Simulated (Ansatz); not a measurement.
Molecule: HgF$_{2}$, net charge 0, singlet state. SMILES: [F][Hg][F]
Geometry from a B3LYP-D3(BJ)/def2-TZVP (Ansatz, an electronic-structure program) optimisation:
```xyz
3

F      0.0000     0.0000    -1.9351
Hg     0.0000     0.0000     0.0000
F      0.0000     0.0000     1.9351
```
Charge 0, spin multiplicity 1.

Q: Give the harmonic wavenumbers at B3LYP-D3(BJ)/def2-TZVP (Ansatz, finite differences of forces, unscaled).

A: 170, 170, 562, 637 cm⁻¹. Zero-point energy 2.2 kcal/mol.

Q: From these and the geometry, give the ideal-gas thermochemistry at 298.15 K and 1 atm (rigid rotor, harmonic oscillator).

A: Point group D∞h, rotational symmetry number 2. Rotational constants 3.552, 3.552 GHz. S(trans) 42.31, S(rot) 15.45, S(vib) 5.77, S(elec, spin only) 0.00, S 63.5 cal/(mol K). H(298) - H(0) 3.04 kcal/mol; G - E(el) -13.7 kcal/mol.
